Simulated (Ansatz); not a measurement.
C$_{5}$H$_{8}$AlN (`[AlH3-][n+]1ccccc1`) at its PBE0-D4/def2-TZVP geometry, where that method's forces vanish. Total charge 0; spin multiplicity 1.

| atom | x (Å) | y (Å) | z (Å) |
| --- | --- | --- | --- |
| Al1 | -2.083 | 1.461 | 0.474 |
| N2 | -0.429 | 0.340 | 0.106 |
| C3 | 0.191 | -0.293 | 1.103 |
| C4 | 1.287 | -1.106 | 0.888 |
| C5 | 1.756 | -1.263 | -0.406 |
| C6 | 1.112 | -0.601 | -1.439 |
| C7 | 0.022 | 0.194 | -1.141 |
| H8 | -1.945 | 2.531 | -0.715 |
| H9 | -1.753 | 1.931 | 1.973 |
| H10 | -3.248 | 0.370 | 0.313 |
| H11 | -0.216 | -0.124 | 2.094 |
| H12 | 1.762 | -1.601 | 1.725 |
| H13 | 2.616 | -1.891 | -0.607 |
| H14 | 1.447 | -0.692 | -2.464 |
| H15 | -0.517 | 0.744 | -1.904 |

**Question.** For each bond, give half the difference of the two atoms' forces along it (eV/Å; positive pushes the atoms apart) under PBE-D4, r2SCAN-D4, B3LYP-D4, ωB97M-V in def2-TZVPP. (Estimate.)

**Answer.** Ansatz gave: 
```csv
bond,length (Å),PBE-D4,r2SCAN-D4,B3LYP-D4,ωB97M-V
Al1–N2,2.031,-0.24,-0.19,-0.03,0.09
Al1–H8,1.606,0.03,-0.02,-0.06,-0.08
Al1–H9,1.606,0.03,-0.02,-0.06,-0.08
Al1–H10,1.604,0.05,0.00,-0.06,-0.10
N2–C3,1.334,0.31,0.24,0.16,0.07
N2–C7,1.334,0.31,0.24,0.16,0.07
C3–C4,1.381,0.05,0.03,0.08,0.03
C3–H11,1.084,-0.04,-0.13,-0.19,-0.11
C4–C5,1.385,0.12,0.10,0.11,0.05
C4–H12,1.082,0.01,-0.08,-0.14,-0.11
C5–C6,1.385,0.12,0.10,0.11,0.05
C5–H13,1.084,-0.03,-0.11,-0.15,-0.09
C6–C7,1.381,0.05,0.03,0.08,0.03
C6–H14,1.082,0.01,-0.08,-0.14,-0.11
```

B3LYP here is the variant with VWN-RPA as its local correlation; programs differ in this.
